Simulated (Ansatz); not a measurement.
Job for Ansatz (a program for electronic structure): R-B3LYP/def2-TZVPP on FHMgSe (SMILES [F][Mg][SeH]), a point of a bond scan (R = 1.475 Å).

Ansatz 0.2 input:
```yaml
crystal:
  periodic: [false, false, false]
  atoms:
    - {symbol: Mg, position_ang: [0.53471100, -1.04785740, 0.34360513]}
    - {symbol: F, position_ang: [1.29905719, -2.54739150, 0.84087691]}
    - {symbol: Se, position_ang: [-0.50665601, 1.00609324, -0.37394579]}
    - {symbol: H, position_ang: [-0.88174242, 1.29364220, 1.02300295]}
basis:
  gaussian:
    orbitals: def2-TZVPP
    pivot_positions_ang: [[0.53471100, -1.04785740, 0.34360513], [1.29905719, -2.54739150, 0.84087691], [-0.50665601, 1.00609324, -0.37394579], [-0.88174242, 1.29364220, 1.02300295]]
hamiltonian:
  xc: {name: B3LYP}
scf: {lower_state_search: off}
output: {orbitals: {seedname: ./end}}
```

The log:

```
WARN ansatz: RAYON_NUM_THREADS=1 ignored (pool sized by the plan → 1); use --threads N
Functional definition: B3LYP
these checks for a lower state are left out or cut short: stability, starts, cluster_reference, orbital_swaps, neighbouring_geometries, increment
integrals: 0.05 GiB planned
912 factors; their error is unknown
mean field: 0.45 GiB planned
mean field evaluation 1: about -73528.8913 eV, gradient 4.8e1 eV
mean field evaluation 2: about -73509.9903 eV, gradient 1.2e2 eV
mean field evaluation 4: about -73532.7408 eV, gradient 6.8e0 eV
mean field evaluation 8: about -73533.1899 eV, gradient 3.5e-1 eV
mean field evaluation 16: about -73533.1900 eV, gradient 6.3e-6 eV
mean field -73533.19000273 eV, -2702.2948900140 hartree, gradient 6.3e-6 eV, S^2 0.000000; 0 other end points of the search recorded, 0 dependent functions left out
reference -73533.19023024 eV, -2702.2948983749 hartree; 28, 28 occupied and 97, 97 virtual orbitals, 912 factors
Total energy: -73533.19023024 eV, -2702.2948983749 hartree
Checks for a lower state left out: stability, starts, cluster_reference, orbital_swaps, neighbouring_geometries, increment
```

The calculation finished and met its thresholds.

Cost: around 1.2 core-seconds (rough).
